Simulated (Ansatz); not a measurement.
Computed with Ansatz on PBE0-D4/def2-TZVP structures; ΔE is electronic, products minus reactants. CCSD(T)/CBS is the MP2 limit (def2-TZVPP, def2-QZVPP) plus CCSD(T) − MP2 in def2-TZVPP, frozen cores. This one scheme is used for every species. DFT in def2-TZVPP. B3LYP here is the variant with VWN-RPA as its local correlation; programs differ in this. For Ge outer-core shells are correlated without core-valence functions, which leaves a few kJ/mol of doubt a bond. Scalar relativity is left out up to krypton. Each species was taken in one conformer, which may not be the lowest.

`F[SiH2][SiH](Cl)Cl` + `[OH][GeH3]` → `Cl[SiH](Cl)[O][GeH3]` + `F[SiH3]`  (cleavage of the Si–Si bond)

Question: Is it downhill or uphill in electronic energy at CCSD(T)/CBS, and by how much? (Best estimate.)

Answer: The calculation gave: Downhill: ΔE = -147.7 kJ/mol.

Question: What do these levels give: LDA (SPW92), PBE-D4, CAM-B3LYP-D4, revPBE, B3LYP, CAM-B3LYP, LC-ωPBE, RPA@PBE/def2-TZVPP, CCSD/def2-SVP, CCSD(T)/def2-SVP, HF/CBS(def2), CCSD/CBS(def2)? (Estimate.)

Answer: Computed: LDA (SPW92) -124.8, PBE-D4 -118.1, CAM-B3LYP-D4 -151.4, revPBE -112.7, B3LYP -140.5, CAM-B3LYP -149.7, LC-ωPBE -137.0, RPA@PBE/def2-TZVPP -149.3, CCSD/def2-SVP -152.4, CCSD(T)/def2-SVP -150.6, HF/CBS(def2) -170.8, CCSD/CBS(def2) -150.0 kJ/mol.

Largest T1 diagnostic among the species: 0.011.

Leaving LDA and LC-ωPBE aside and taking each functional with its dispersion term where it has one, the values, not all of them listed here, spread over 38.4 kJ/mol, from BHLYP-D4 to PBE-D4. LDA lies −8.6 kJ/mol from PBE without D4. From r2SCAN to r2SCAN0 (25 % exact exchange), in def2-TZVPP and without D4, ΔE moves by −4.4 kJ/mol. The D4 term adds −3.1 kJ/mol with B3LYP and −1.7 kJ/mol with PBE0; it sums over pairs of atoms, weighted by their polarisabilities, and B3LYP, whose exchange is more repulsive, gets the larger term.
